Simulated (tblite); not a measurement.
A geometry optimisation, step by step.

CH4Cl2F2Ga2.
Atom-mapped SMILES: `[CH3:1][GaH-:2]1[Cl+:3][Ga-:4]([F:5])([F:6])[Cl+:7]1` (hydrogens: H8, H9, H10 on C1; H11 on Ga2)

Computed with GFN2-xTB (tblite), gas phase: L-BFGS steps from a force-field or distance-geometry start until the largest atomic force falls under 0.01 eV/Å. 12 of its 93 geometries are shown.

Step 0: E = -691.2833 eV, largest atomic force 1.301 eV/Å
```
atom  x, y, z in Å  |  force x, y, z in eV/Å
C1     -1.773    0.124   -0.386   -0.784   0.566  -0.463
Ga2    -0.411   -0.962    0.526   -0.855  -0.899   0.392
Cl3     1.065    0.176    1.741    0.151   0.482   0.748
Ga4     1.994    0.667   -0.220    0.306   0.223  -0.143
F5      3.762    0.710   -0.206   -0.282  -0.006   0.022
F6      1.135    2.014   -0.978    0.255  -0.125   0.070
Cl7     1.282   -1.336   -0.854    0.430  -0.389  -0.830
H8     -2.327    0.815    0.313    0.333  -0.542  -0.800
H9     -1.331    0.719   -1.222   -0.314  -0.093   0.542
H10    -2.504   -0.577   -0.868    0.251   0.584   0.399
H11    -0.888   -2.346    1.168    0.509   0.199   0.064
```

Step 8: E = -691.5637 eV, largest atomic force 0.381 eV/Å
```
atom  x, y, z in Å  |  force x, y, z in eV/Å
C1     -1.832    0.142   -0.422    0.009  -0.044   0.074
Ga2    -0.480   -1.034    0.537   -0.123  -0.078  -0.038
Cl3     1.041    0.268    1.811   -0.171  -0.082  -0.167
Ga4     1.988    0.609   -0.196    0.155   0.157  -0.061
F5      3.743    0.715   -0.194   -0.134  -0.050   0.051
F6      1.222    1.997   -0.971    0.125  -0.109   0.055
Cl7     1.325   -1.358   -0.999   -0.197   0.044   0.111
H8     -2.361    0.825    0.247    0.035  -0.029   0.084
H9     -1.344    0.759   -1.190   -0.015  -0.165   0.065
H10    -2.589   -0.497   -0.889    0.041   0.103  -0.109
H11    -0.707   -2.424    1.278    0.276   0.254  -0.065
```

Step 17: E = -691.6537 eV, largest atomic force 0.159 eV/Å
```
atom  x, y, z in Å  |  force x, y, z in eV/Å
C1     -1.884    0.123   -0.418    0.017  -0.034   0.015
Ga2    -0.548   -1.075    0.504    0.059   0.008   0.012
Cl3     0.911    0.292    1.740   -0.031   0.078  -0.006
Ga4     2.003    0.584   -0.177    0.077   0.118  -0.074
F5      3.750    0.679   -0.144   -0.079  -0.092   0.059
F6      1.329    1.993   -0.979    0.047  -0.028  -0.008
Cl7     1.224   -1.327   -1.025   -0.008   0.027  -0.037
H8     -2.370    0.812    0.277   -0.013  -0.021   0.040
H9     -1.312    0.721   -1.139    0.005   0.021   0.013
H10    -2.660   -0.418   -0.962   -0.032  -0.025  -0.010
H11    -0.438   -2.382    1.336   -0.041  -0.053  -0.003
```

Step 25: E = -691.6810 eV, largest atomic force 0.126 eV/Å
```
atom  x, y, z in Å  |  force x, y, z in eV/Å
C1     -1.895    0.080   -0.395   -0.073   0.101  -0.021
Ga2    -0.528   -1.089    0.505    0.022  -0.011  -0.020
Cl3     0.836    0.424    1.673   -0.003  -0.022  -0.022
Ga4     2.014    0.628   -0.215    0.005  -0.036   0.047
F5      3.750    0.532   -0.030   -0.063   0.004   0.008
F6      1.410    2.043   -1.050    0.067   0.021  -0.032
Cl7     1.194   -1.254   -1.080    0.029  -0.034  -0.010
H8     -2.377    0.742    0.329   -0.049   0.007   0.060
H9     -1.319    0.716   -1.081   -0.005   0.015  -0.012
H10    -2.682   -0.409   -0.971    0.047  -0.095   0.029
H11    -0.396   -2.409    1.330    0.023   0.050  -0.028
```

Step 33: E = -691.6963 eV, largest atomic force 0.143 eV/Å
```
atom  x, y, z in Å  |  force x, y, z in eV/Å
C1     -1.919    0.080   -0.365   -0.068   0.033  -0.068
Ga2    -0.514   -1.081    0.469    0.116  -0.029   0.079
Cl3     0.784    0.494    1.629    0.018  -0.033   0.015
Ga4     2.001    0.639   -0.222    0.049  -0.104   0.033
F5      3.712    0.439    0.058    0.022   0.026   0.004
F6      1.550    2.068   -1.114    0.018   0.055  -0.047
Cl7     1.201   -1.236   -1.128   -0.051   0.016   0.050
H8     -2.438    0.699    0.374    0.004  -0.056  -0.032
H9     -1.370    0.748   -1.045   -0.073   0.016   0.025
H10    -2.667   -0.459   -0.949   -0.043   0.015  -0.013
H11    -0.335   -2.389    1.306    0.007   0.061  -0.047
```

Step 42: E = -691.7122 eV, largest atomic force 0.094 eV/Å
```
atom  x, y, z in Å  |  force x, y, z in eV/Å
C1     -1.980    0.058   -0.357   -0.049   0.030  -0.005
Ga2    -0.494   -1.023    0.464    0.016  -0.021  -0.064
Cl3     0.787    0.559    1.606   -0.004  -0.015  -0.047
Ga4     2.034    0.628   -0.236    0.081  -0.039   0.027
F5      3.710    0.365    0.170    0.047   0.016   0.001
F6      1.765    2.067   -1.188   -0.014   0.005  -0.003
Cl7     1.179   -1.202   -1.159   -0.011   0.057  -0.003
H8     -2.533    0.588    0.427   -0.038   0.005  -0.062
H9     -1.513    0.808   -1.011   -0.002  -0.022   0.070
H10    -2.696   -0.506   -0.958    0.010  -0.028   0.047
H11    -0.255   -2.340    1.257   -0.037   0.012   0.038
```

Step 50: E = -691.7296 eV, largest atomic force 0.068 eV/Å
```
atom  x, y, z in Å  |  force x, y, z in eV/Å
C1     -2.082    0.025   -0.325   -0.039   0.031  -0.006
Ga2    -0.496   -0.967    0.419    0.014   0.065   0.016
Cl3     0.810    0.638    1.520   -0.046  -0.025  -0.020
Ga4     2.167    0.624   -0.240   -0.042   0.000   0.017
F5      3.785    0.285    0.313    0.051   0.008  -0.029
F6      2.017    2.036   -1.260    0.026  -0.005   0.018
Cl7     1.149   -1.091   -1.225    0.007   0.000  -0.033
H8     -2.703    0.450    0.470    0.016  -0.032  -0.013
H9     -1.700    0.857   -0.930    0.003  -0.042   0.013
H10    -2.727   -0.590   -0.960    0.032   0.010   0.015
H11    -0.215   -2.264    1.232   -0.022  -0.010   0.022
```

Step 59: E = -691.7322 eV, largest atomic force 0.043 eV/Å
```
atom  x, y, z in Å  |  force x, y, z in eV/Å
C1     -2.093    0.022   -0.322   -0.007  -0.003  -0.014
Ga2    -0.496   -0.951    0.420   -0.008  -0.002   0.006
Cl3     0.806    0.636    1.519    0.027   0.008  -0.033
Ga4     2.183    0.614   -0.235   -0.035   0.005   0.024
F5      3.813    0.295    0.298    0.008  -0.007  -0.015
F6      2.050    2.030   -1.250    0.014   0.011   0.013
Cl7     1.147   -1.080   -1.236   -0.008   0.000   0.013
H8     -2.725    0.433    0.472    0.011  -0.011  -0.017
H9     -1.723    0.858   -0.928    0.004   0.010   0.011
H10    -2.721   -0.604   -0.961   -0.005  -0.008   0.005
H11    -0.236   -2.251    1.237    0.000  -0.002   0.004
```

Step 67: E = -691.7334 eV, largest atomic force 0.027 eV/Å
```
atom  x, y, z in Å  |  force x, y, z in eV/Å
C1     -2.106    0.010   -0.319   -0.026  -0.006  -0.002
Ga2    -0.498   -0.943    0.420    0.004  -0.004  -0.008
Cl3     0.797    0.670    1.496    0.003  -0.003   0.009
Ga4     2.193    0.618   -0.234   -0.011  -0.001  -0.022
F5      3.817    0.265    0.295    0.009  -0.015  -0.004
F6      2.123    2.042   -1.244   -0.004   0.004   0.011
Cl7     1.132   -1.061   -1.243    0.014   0.008   0.012
H8     -2.749    0.395    0.478   -0.010   0.011   0.006
H9     -1.752    0.863   -0.910    0.006   0.005  -0.002
H10    -2.723   -0.618   -0.967    0.008  -0.008  -0.009
H11    -0.229   -2.239    1.242    0.007   0.010   0.008
```

Step 75: E = -691.7344 eV, largest atomic force 0.029 eV/Å
```
atom  x, y, z in Å  |  force x, y, z in eV/Å
C1     -2.114    0.004   -0.323   -0.017   0.002   0.000
Ga2    -0.502   -0.938    0.426    0.010   0.000  -0.006
Cl3     0.803    0.672    1.498   -0.004   0.002  -0.006
Ga4     2.196    0.621   -0.238    0.011   0.012   0.007
F5      3.824    0.241    0.260    0.001  -0.008  -0.002
F6      2.134    2.067   -1.217   -0.011  -0.004   0.010
Cl7     1.138   -1.060   -1.233   -0.020  -0.011  -0.004
H8     -2.766    0.386    0.468   -0.002   0.000   0.006
H9     -1.754    0.860   -0.906   -0.005   0.013  -0.018
H10    -2.722   -0.625   -0.979    0.029  -0.001   0.004
H11    -0.231   -2.225    1.259    0.008  -0.006   0.009
```

Step 84: E = -691.7351 eV, largest atomic force 0.018 eV/Å
```
atom  x, y, z in Å  |  force x, y, z in eV/Å
C1     -2.112    0.006   -0.328   -0.014  -0.011  -0.001
Ga2    -0.502   -0.932    0.433    0.004   0.010   0.002
Cl3     0.810    0.674    1.501   -0.001   0.003  -0.001
Ga4     2.199    0.621   -0.236    0.003  -0.003   0.005
F5      3.833    0.218    0.223   -0.011  -0.002  -0.003
F6      2.120    2.087   -1.185   -0.005  -0.010   0.005
Cl7     1.133   -1.064   -1.224    0.000   0.004  -0.007
H8     -2.777    0.380    0.455    0.005   0.006   0.003
H9     -1.760    0.863   -0.914    0.009   0.003   0.007
H10    -2.705   -0.634   -0.987    0.009  -0.007  -0.005
H11    -0.235   -2.215    1.276    0.001   0.006  -0.003
```

Step 92: E = -691.7354 eV, largest atomic force 0.009 eV/Å
```
atom  x, y, z in Å  |  force x, y, z in eV/Å
C1     -2.117    0.001   -0.327    0.002  -0.001   0.002
Ga2    -0.499   -0.920    0.436    0.003  -0.002  -0.003
Cl3     0.807    0.694    1.495    0.003   0.001   0.002
Ga4     2.202    0.618   -0.236   -0.002  -0.002   0.002
F5      3.829    0.189    0.223   -0.001   0.001   0.000
F6      2.136    2.088   -1.177    0.000   0.000  -0.001
Cl7     1.126   -1.053   -1.234   -0.004   0.002  -0.001
H8     -2.791    0.364    0.454   -0.007  -0.005   0.002
H9     -1.773    0.867   -0.905    0.008   0.003  -0.004
H10    -2.695   -0.644   -0.993   -0.001   0.002   0.000
H11    -0.220   -2.201    1.278   -0.002   0.003   0.002
```

Problem. Summarise the path.

Solution. The energy falls by 43.62 kJ/mol from step 0 to step 92; nine tenths of that is first reached at step 30. It falls at every step. The largest force goes from 1.301 to 0.009 eV/Å. Among the bonds Ga2–Cl7 changes most, from 2.216 to 2.334 Å; the atoms move by 0.576 Å rms after alignment.

Problem. Follow the three bonds and two angles with the largest change from start to end.

Solution. 
| step | E above end (kJ/mol) | largest force (eV/Å) | Ga2–Cl7 (Å) | Ga2–Cl3 (Å) | C1–Ga2 (Å) | C1–Ga2–H11 (°) | Cl3–Ga2–H11 (°) |
| --- | --- | --- | --- | --- | --- | --- | --- |
| 0 | 43.62 | 1.301 | 2.216 | 2.224 | 1.967 | 117.2 | 115.0 |
| 4 | 23.12 | 0.463 | 2.360 | 2.357 | 1.981 | 124.4 | 112.4 |
| 8 | 16.56 | 0.381 | 2.392 | 2.372 | 2.032 | 129.1 | 108.7 |
| 12 | 10.42 | 0.317 | 2.346 | 2.333 | 2.044 | 136.7 | 102.9 |
| 16 | 8.05 | 0.128 | 2.359 | 2.355 | 2.013 | 142.3 | 99.4 |
| 20 | 7.21 | 0.200 | 2.343 | 2.341 | 2.025 | 142.0 | 100.2 |
| 24 | 5.49 | 0.197 | 2.348 | 2.350 | 2.008 | 141.6 | 103.2 |
| 28 | 4.82 | 0.119 | 2.345 | 2.346 | 2.021 | 142.6 | 103.1 |
| 32 | 3.98 | 0.120 | 2.354 | 2.352 | 2.009 | 142.4 | 103.5 |
| 36 | 3.32 | 0.088 | 2.329 | 2.330 | 2.011 | 141.5 | 103.3 |
| 40 | 2.62 | 0.210 | 2.338 | 2.334 | 2.020 | 142.0 | 103.6 |
| 44 | 2.00 | 0.125 | 2.330 | 2.331 | 2.009 | 139.8 | 104.0 |
| 48 | 0.84 | 0.124 | 2.314 | 2.346 | 2.013 | 137.1 | 103.4 |
| 52 | 0.44 | 0.049 | 2.334 | 2.335 | 2.015 | 138.0 | 102.7 |
| 56 | 0.35 | 0.037 | 2.339 | 2.328 | 2.012 | 137.0 | 103.0 |
| 60 | 0.29 | 0.049 | 2.335 | 2.329 | 2.012 | 136.9 | 103.2 |
| 64 | 0.21 | 0.025 | 2.331 | 2.334 | 2.011 | 136.8 | 103.4 |
| 68 | 0.18 | 0.031 | 2.332 | 2.331 | 2.011 | 136.6 | 103.7 |
| 72 | 0.12 | 0.023 | 2.334 | 2.332 | 2.012 | 136.7 | 103.3 |
| 76 | 0.08 | 0.036 | 2.335 | 2.334 | 2.011 | 136.4 | 103.2 |
| 80 | 0.05 | 0.026 | 2.332 | 2.334 | 2.013 | 136.4 | 103.0 |
| 84 | 0.03 | 0.018 | 2.333 | 2.333 | 2.012 | 136.5 | 102.9 |
| 88 | 0.01 | 0.019 | 2.334 | 2.330 | 2.012 | 136.7 | 102.9 |
| 92 | 0.00 | 0.009 | 2.334 | 2.331 | 2.012 | 136.5 | 102.9 |

What follows is the cost of the whole relaxation. The run took 1.2 s wall on one thread, Arm Neoverse N1 (aarch64), no GPU, on a shared host.
